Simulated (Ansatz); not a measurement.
Consider the ligand exchange at the Si–C bond: `F[C@H](Cl)[Si@@H]1CO1` + HBr → `Br[SiH]1CO1` + `FCCl`.

Program: Ansatz. Geometries: PBE0-D4/def2-TZVP. ΔE: electronic, gas phase. CCSD(T)/CBS is the MP2 limit (def2-TZVPP, def2-QZVPP) plus CCSD(T) − MP2 in def2-TZVPP, frozen cores. This one scheme is used for every species. Functionals use def2-TZVPP. For Br outer-core shells are correlated without core-valence functions, which leaves a few kJ/mol of doubt a bond. Scalar relativity is left out up to krypton. Each species was taken in one conformer, which may not be the lowest.

`F[C@H](Cl)[Si@@H]1CO1`:

Cartesian coordinates in Å:
```
F -1.090 -1.678 -1.641
C -0.618 -0.419 -1.365
Cl 0.939 -0.174 -2.171
Si -0.443 -0.193 0.515
C 0.859 0.825 1.228
O 0.980 -0.650 1.217
H -1.312 0.297 -1.813
H -1.705 -0.553 1.195
H 0.784 1.235 2.232
H 1.605 1.310 0.603
```

HBr:

```xyz
2

Br   -0.009    0.169   -0.690
H     0.009   -0.169    0.690
```

`Br[SiH]1CO1`:

Z-matrix (Å, degrees):
```
Si
C 1 1.796
O 1 1.645 2 51.1
Br 1 2.193 2 122.0 3 101.9
H 1 1.472 2 125.6 3 -99.4
H 2 1.088 1 120.9 3 -99.3
H 2 1.088 1 123.0 3 98.5
```

`FCCl`:

Cartesian coordinates in Å:
```
F 0.875 -1.011 0.233
C 0.037 -0.011 -0.130
Cl -0.824 0.616 1.280
H -0.705 -0.399 -0.827
H 0.617 0.807 -0.556
```

| level | ΔE (kcal/mol) |
| --- | --- |
| BHLYP-D4 | -30.6 |
| MP2/CBS(def2) | -31.5 |

What does CCSD(T)/CBS give? (An estimate is asked.)

Computed: -29.9 kcal/mol. The listed levels differ from it by -0.7, -1.6 kcal/mol.

Largest T1 diagnostic among the species: 0.013.

The D4 term adds +1.3 kcal/mol with B3LYP and +0.8 kcal/mol with PBE0; it sums over pairs of atoms, weighted by their polarisabilities, and B3LYP, whose exchange is more repulsive, gets the larger term. From r2SCAN to r2SCAN0 (25 % exact exchange), in def2-TZVPP and without D4, ΔE moves by −1.1 kcal/mol.

B3LYP here is the variant with VWN-RPA as its local correlation; programs differ in this.
